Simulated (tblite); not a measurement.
Record of a relaxation.

Species: C₇H₅O₃ (doublet state).
Bonds: C1–C2, C2–O3 (double), C2–C4, C4–C5, C5–C6 (double), C6–C7, C7–O8 (double), C7–O9, O9–C10, C4–C10 (double). Hydrogens: H11, H12 on C1; H13 on C5; H14 on C6; H15 on C10.
Bond orders are those of one Lewis drawing.

Computed with GFN2-xTB (tblite), gas phase: L-BFGS steps from a force-field or distance-geometry start until the largest atomic force falls under 0.01 eV/Å. 10 of its 69 geometries are shown.

Step 0: E = -804.7551 eV, largest atomic force 5.151 eV/Å
```
atom  x, y, z in Å  |  force x, y, z in eV/Å
C1      2.789    0.032   -0.454   -3.186   2.352   0.831
C2      1.673   -0.786    0.094    3.279  -3.701   1.139
O3      1.978   -1.900    0.606   -1.055   1.981  -0.719
C4      0.283   -0.381    0.094   -0.382  -2.260   0.970
C5     -0.178    0.800   -0.406   -1.929   2.480  -0.984
C6     -1.532    1.084   -0.366    3.277   1.569  -1.187
C7     -2.412    0.193    0.193   -5.037   1.050   0.243
O8     -3.640    0.437    0.255    2.160  -0.961   0.126
O9     -1.936   -0.937    0.680    0.440  -2.148   1.025
C10    -0.662   -1.244    0.654    0.713   0.705  -0.488
H11     3.118    0.697    0.376    0.720  -0.857  -0.727
H12     2.323    0.689   -1.223    1.119  -0.513  -0.119
H13     0.492    1.518   -0.847    0.052   0.112  -0.034
H14    -1.911    2.006   -0.762   -0.117   0.122  -0.045
H15    -0.390   -2.200    1.085   -0.053   0.070  -0.032
```

Step 8: E = -805.9390 eV, largest atomic force 0.460 eV/Å
```
atom  x, y, z in Å  |  force x, y, z in eV/Å
C1      2.559    0.189   -0.334    0.119   0.006   0.096
C2      1.691   -0.861    0.138    0.220   0.386  -0.121
O3      2.019   -1.921    0.636   -0.065   0.137   0.066
C4      0.260   -0.438    0.057    0.184   0.205  -0.163
C5     -0.192    0.831   -0.443    0.037  -0.238   0.008
C6     -1.504    1.126   -0.389   -0.076  -0.089   0.003
C7     -2.464    0.213    0.193   -0.396   0.066   0.010
O8     -3.654    0.374    0.284    0.164   0.078  -0.058
O9     -1.941   -0.957    0.705   -0.185  -0.326   0.201
C10    -0.661   -1.243    0.634   -0.119  -0.127   0.002
H11     3.284    0.623    0.328    0.266  -0.234  -0.108
H12     2.381    0.675   -1.277   -0.031   0.007   0.091
H13     0.504    1.543   -0.856    0.019  -0.021  -0.016
H14    -1.906    2.041   -0.773   -0.081   0.241  -0.045
H15    -0.380   -2.189    1.075   -0.058  -0.090   0.035
```

Step 15: E = -806.0716 eV, largest atomic force 0.495 eV/Å
```
atom  x, y, z in Å  |  force x, y, z in eV/Å
C1      2.596    0.274   -0.270   -0.211  -0.423  -0.056
C2      1.685   -0.752    0.172   -0.097   0.180  -0.032
O3      2.062   -1.799    0.684    0.142   0.034   0.144
C4      0.231   -0.453    0.024    0.053   0.183   0.069
C5     -0.244    0.805   -0.480    0.209  -0.156   0.166
C6     -1.555    1.110   -0.403    0.057   0.009   0.056
C7     -2.519    0.195    0.198    0.003   0.274  -0.189
O8     -3.703    0.397    0.285    0.369  -0.306   0.123
O9     -1.978   -0.987    0.710   -0.049   0.046  -0.211
C10    -0.688   -1.275    0.606   -0.124   0.138   0.066
H11     3.544    0.416    0.223   -0.064  -0.152  -0.197
H12     2.406    0.717   -1.233    0.170   0.238   0.162
H13     0.485    1.510   -0.864   -0.238  -0.046  -0.028
H14    -1.918    2.068   -0.747   -0.157  -0.169   0.028
H15    -0.408   -2.217    1.073   -0.064   0.150  -0.102
```

Step 23: E = -806.2137 eV, largest atomic force 0.199 eV/Å
```
atom  x, y, z in Å  |  force x, y, z in eV/Å
C1      2.653    0.229   -0.302   -0.105  -0.168  -0.013
C2      1.698   -0.686    0.232   -0.055   0.142   0.034
O3      2.094   -1.681    0.843   -0.171  -0.074   0.029
C4      0.234   -0.406    0.084    0.035   0.156  -0.015
C5     -0.266    0.823   -0.462    0.004  -0.001  -0.015
C6     -1.583    1.115   -0.392   -0.036  -0.069  -0.013
C7     -2.534    0.180    0.183   -0.072   0.136  -0.039
O8     -3.716    0.353    0.315   -0.001   0.000  -0.042
O9     -2.004   -1.028    0.609    0.165   0.078   0.024
C10    -0.704   -1.258    0.596    0.169  -0.004  -0.050
H11     3.676    0.098    0.006    0.021  -0.079  -0.001
H12     2.484    0.915   -1.109   -0.185   0.046   0.026
H13     0.420    1.518   -0.921   -0.019   0.035   0.074
H14    -2.000    2.046   -0.752    0.079  -0.144   0.011
H15    -0.457   -2.210    1.046    0.172  -0.055  -0.010
```

Step 30: E = -806.2664 eV, largest atomic force 0.164 eV/Å
```
atom  x, y, z in Å  |  force x, y, z in eV/Å
C1      2.660    0.171   -0.332   -0.009  -0.133   0.096
C2      1.690   -0.666    0.273   -0.042  -0.045  -0.029
O3      2.010   -1.658    0.937    0.143  -0.056   0.024
C4      0.249   -0.345    0.113   -0.063   0.116  -0.075
C5     -0.267    0.860   -0.451   -0.068   0.104  -0.026
C6     -1.593    1.111   -0.407   -0.095  -0.024   0.001
C7     -2.526    0.167    0.174   -0.051   0.045  -0.037
O8     -3.711    0.312    0.311   -0.001   0.026  -0.046
O9     -1.969   -1.035    0.599    0.009   0.007   0.039
C10    -0.669   -1.234    0.591    0.034  -0.009   0.008
H11     3.690   -0.079   -0.138    0.024   0.084  -0.098
H12     2.426    0.987   -0.988    0.032  -0.029   0.034
H13     0.391    1.580   -0.910    0.080   0.038   0.046
H14    -2.018    2.025   -0.796   -0.004  -0.080   0.017
H15    -0.367   -2.188    1.002    0.011  -0.042   0.047
```

Step 38: E = -806.2758 eV, largest atomic force 0.076 eV/Å
```
atom  x, y, z in Å  |  force x, y, z in eV/Å
C1      2.667    0.142   -0.341   -0.009  -0.014   0.039
C2      1.694   -0.677    0.278   -0.032   0.011  -0.028
O3      2.009   -1.665    0.952    0.012  -0.020  -0.018
C4      0.252   -0.329    0.119   -0.005   0.029  -0.003
C5     -0.269    0.879   -0.443   -0.002   0.001   0.017
C6     -1.600    1.109   -0.415   -0.013  -0.012  -0.001
C7     -2.530    0.162    0.165   -0.019   0.019  -0.027
O8     -3.717    0.304    0.289    0.001  -0.008  -0.035
O9     -1.966   -1.030    0.608    0.018  -0.022   0.023
C10    -0.665   -1.221    0.594    0.018   0.002   0.032
H11     3.705   -0.102   -0.198    0.005  -0.023  -0.009
H12     2.422    0.992   -0.945   -0.011   0.053  -0.054
H13     0.393    1.610   -0.882    0.001  -0.002   0.039
H14    -2.046    2.008   -0.810    0.044   0.000  -0.005
H15    -0.356   -2.174    1.006   -0.007  -0.014   0.030
```

Step 45: E = -806.2830 eV, largest atomic force 0.083 eV/Å
```
atom  x, y, z in Å  |  force x, y, z in eV/Å
C1      2.661    0.148   -0.349    0.016   0.034  -0.014
C2      1.694   -0.684    0.266    0.024  -0.031  -0.034
O3      2.016   -1.701    0.892    0.029   0.029  -0.013
C4      0.253   -0.328    0.138   -0.017   0.044   0.068
C5     -0.262    0.887   -0.410   -0.049   0.011  -0.005
C6     -1.597    1.103   -0.423   -0.020   0.010   0.012
C7     -2.535    0.153    0.137    0.039  -0.012   0.028
O8     -3.728    0.278    0.217    0.034  -0.017  -0.041
O9     -1.965   -1.014    0.643   -0.017   0.011  -0.039
C10    -0.664   -1.211    0.632   -0.015   0.008  -0.015
H11     3.703   -0.103   -0.231   -0.060  -0.019  -0.005
H12     2.413    0.996   -0.962   -0.002  -0.051   0.036
H13     0.403    1.642   -0.801    0.008  -0.047  -0.009
H14    -2.031    2.002   -0.832    0.011   0.000   0.023
H15    -0.365   -2.161    1.061    0.018   0.030   0.007
```

Step 53: E = -806.2863 eV, largest atomic force 0.039 eV/Å
```
atom  x, y, z in Å  |  force x, y, z in eV/Å
C1      2.657    0.144   -0.361    0.025   0.005  -0.013
C2      1.694   -0.681    0.267    0.021   0.004   0.015
O3      2.024   -1.705    0.877   -0.014  -0.017   0.013
C4      0.254   -0.313    0.167   -0.016  -0.003   0.006
C5     -0.263    0.898   -0.388   -0.004   0.004  -0.023
C6     -1.598    1.108   -0.416    0.001   0.003  -0.001
C7     -2.537    0.146    0.122    0.026  -0.004   0.007
O8     -3.732    0.255    0.167    0.024  -0.027  -0.014
O9     -1.965   -1.015    0.641   -0.025   0.022   0.005
C10    -0.662   -1.200    0.652   -0.024  -0.009  -0.017
H11     3.692   -0.140   -0.277   -0.011   0.010  -0.008
H12     2.412    1.008   -0.948   -0.005  -0.002   0.000
H13     0.407    1.647   -0.779   -0.003   0.010  -0.009
H14    -2.032    2.003   -0.834    0.007  -0.002   0.030
H15    -0.357   -2.145    1.086   -0.003   0.006   0.009
```

Step 60: E = -806.2871 eV, largest atomic force 0.023 eV/Å
```
atom  x, y, z in Å  |  force x, y, z in eV/Å
C1      2.656    0.143   -0.362   -0.002   0.006  -0.018
C2      1.695   -0.681    0.270    0.011  -0.002  -0.010
O3      2.021   -1.709    0.875    0.005   0.003   0.011
C4      0.255   -0.310    0.171   -0.004  -0.014  -0.018
C5     -0.261    0.899   -0.386   -0.005   0.007   0.009
C6     -1.596    1.110   -0.411   -0.001   0.008   0.010
C7     -2.535    0.142    0.116    0.010  -0.005  -0.009
O8     -3.732    0.242    0.140   -0.007  -0.005   0.002
O9     -1.965   -1.014    0.645   -0.004   0.011  -0.014
C10    -0.662   -1.197    0.657   -0.003   0.004   0.016
H11     3.691   -0.144   -0.294    0.005  -0.005   0.009
H12     2.408    1.008   -0.947   -0.007  -0.010   0.008
H13     0.409    1.650   -0.776   -0.004   0.005  -0.001
H14    -2.031    2.009   -0.819    0.003   0.000   0.001
H15    -0.357   -2.138    1.099    0.005  -0.004   0.004
```

Step 68: E = -806.2873 eV, largest atomic force 0.007 eV/Å
```
atom  x, y, z in Å  |  force x, y, z in eV/Å
C1      2.656    0.140   -0.367   -0.003   0.002  -0.004
C2      1.695   -0.684    0.267    0.000   0.004   0.001
O3      2.023   -1.708    0.878   -0.003   0.001   0.004
C4      0.255   -0.313    0.168   -0.001   0.000   0.000
C5     -0.261    0.899   -0.385    0.000   0.002   0.003
C6     -1.595    1.112   -0.407    0.000  -0.003  -0.001
C7     -2.535    0.142    0.113    0.005  -0.005  -0.002
O8     -3.732    0.237    0.130   -0.003   0.001   0.001
O9     -1.965   -1.013    0.644   -0.001   0.001  -0.002
C10    -0.662   -1.197    0.659   -0.001   0.002   0.001
H11     3.692   -0.143   -0.293    0.000   0.000  -0.001
H12     2.404    1.006   -0.949    0.004  -0.005  -0.003
H13     0.408    1.651   -0.775    0.003   0.000   0.004
H14    -2.029    2.013   -0.811    0.001  -0.002   0.003
H15    -0.357   -2.136    1.105   -0.001   0.001  -0.003
```

Question: Summarise the path.

Answer: The energy falls by 35.33 kcal/mol from step 0 to step 68; nine tenths of that is first reached at step 18. It falls at every step. The largest force goes from 5.151 to 0.007 eV/Å. Among the bonds C6–C7 changes most, from 1.371 to 1.448 Å; the atoms move by 0.369 Å rms after alignment.

Question: Follow the three bonds and two angles with the largest change from start to end.

Answer: 
| step | E above end (kcal/mol) | largest force (eV/Å) | C6–C7 (Å) | C7–O9 (Å) | C1–C2 (Å) | C2–C1–H12 (°) | C2–C1–H11 (°) |
| --- | --- | --- | --- | --- | --- | --- | --- |
| 0 | 35.33 | 5.151 | 1.371 | 1.319 | 1.489 | 105.4 | 106.0 |
| 3 | 13.20 | 1.168 | 1.438 | 1.395 | 1.435 | 115.6 | 112.1 |
| 6 | 9.18 | 0.693 | 1.454 | 1.396 | 1.444 | 122.0 | 117.4 |
| 9 | 7.59 | 0.421 | 1.444 | 1.382 | 1.434 | 120.4 | 121.2 |
| 12 | 6.17 | 0.386 | 1.450 | 1.403 | 1.429 | 116.2 | 123.0 |
| 15 | 4.97 | 0.495 | 1.458 | 1.397 | 1.441 | 117.1 | 120.6 |
| 18 | 3.07 | 0.579 | 1.439 | 1.394 | 1.428 | 123.0 | 118.7 |
| 21 | 2.12 | 0.276 | 1.450 | 1.393 | 1.426 | 125.6 | 117.2 |
| 24 | 1.43 | 0.285 | 1.449 | 1.386 | 1.423 | 125.9 | 116.9 |
| 27 | 0.85 | 0.247 | 1.445 | 1.396 | 1.414 | 125.6 | 115.9 |
| 30 | 0.48 | 0.164 | 1.449 | 1.391 | 1.417 | 124.1 | 116.2 |
| 33 | 0.35 | 0.082 | 1.447 | 1.394 | 1.415 | 123.6 | 117.6 |
| 35 | 0.30 | 0.082 | 1.448 | 1.396 | 1.414 | 123.5 | 118.2 |
| 38 | 0.27 | 0.076 | 1.448 | 1.390 | 1.415 | 123.3 | 118.3 |
| 41 | 0.20 | 0.091 | 1.446 | 1.390 | 1.416 | 123.2 | 118.7 |
| 44 | 0.13 | 0.082 | 1.447 | 1.395 | 1.416 | 123.5 | 118.6 |
| 47 | 0.07 | 0.059 | 1.449 | 1.391 | 1.416 | 123.7 | 117.9 |
| 50 | 0.04 | 0.033 | 1.448 | 1.392 | 1.415 | 123.7 | 117.7 |
| 53 | 0.02 | 0.039 | 1.448 | 1.394 | 1.415 | 123.8 | 117.8 |
| 56 | 0.01 | 0.026 | 1.448 | 1.392 | 1.416 | 123.8 | 117.9 |
| 59 | 0.01 | 0.021 | 1.448 | 1.393 | 1.416 | 123.8 | 118.0 |
| 62 | 0.00 | 0.016 | 1.448 | 1.392 | 1.415 | 123.7 | 118.0 |
| 65 | 0.00 | 0.012 | 1.448 | 1.392 | 1.415 | 123.6 | 118.0 |
| 68 | 0.00 | 0.007 | 1.448 | 1.393 | 1.415 | 123.6 | 118.0 |

The cost below is that of the whole relaxation. Time: 0.45 s of wall time. Hardware: one thread of an Arm Neoverse V1, on a shared host.
